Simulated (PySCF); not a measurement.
Gas-phase reaction: H2 + 3 GaOH ⇌ Ga(OH)3 + 2 GaH

Computed with PySCF (xtb for GFN2) and rigid-rotor harmonic-oscillator thermochemistry at 1 bar. † marks an energy on the PBE0/def2-TZVP geometry and frequencies; other levels use their own. MP2 and CCSD(T) freeze the core. All species are closed-shell singlets. Ga: all electrons, no relativistic terms. GaOH, Ga(OH)3, GaH: computed as isolated molecules; such fragments, hydroxides, amides, oligomers or adducts are transient or little studied in the gas. MP2 isn't extrapolated to the basis-set limit; its ΔH°(298 K) is 107.5 kJ in def2-SVP and 127.3 kJ in def2-TZVPP. CCSD(T) isn't extrapolated to the basis-set limit; its ΔH°(298 K) is 109.5 kJ in def2-SVP and 119.2 kJ in def2-TZVPP. The harmonic model lacks anharmonicity and excited electronic states, which grow with temperature; levels with a mode under 35 cm⁻¹ are left out. Warning, point group unlike the PBE0 one: GaOH (GFN2-xTB).

```tsv
level	ΔE electronic, kJ	ΔH°(298 K), kJ	ΔS°(298 K), J/K	ΔG°(2000 K), kJ
BLYP/def2-TZVP†	186	191	-157	485
CCSD(T)/def2-SVP†	104	109	-157	403
CCSD(T)/def2-TZVPP†	114	119	-157	413
GFN2-xTB	374	361	-99	537
M06-2X/def2-TZVP†	128	133	-157	427
MP2/def2-SVP†	102	107	-157	401
r2SCAN/def2-TZVP†	137	142	-157	436
LDA/def2-TZVP†	136	141	-157	434
ωB97X-V/def2-TZVP†	121	126	-157	420
```
ΔH° is lowest at MP2/def2-SVP† and highest at GFN2-xTB. No reference value is set beside these.
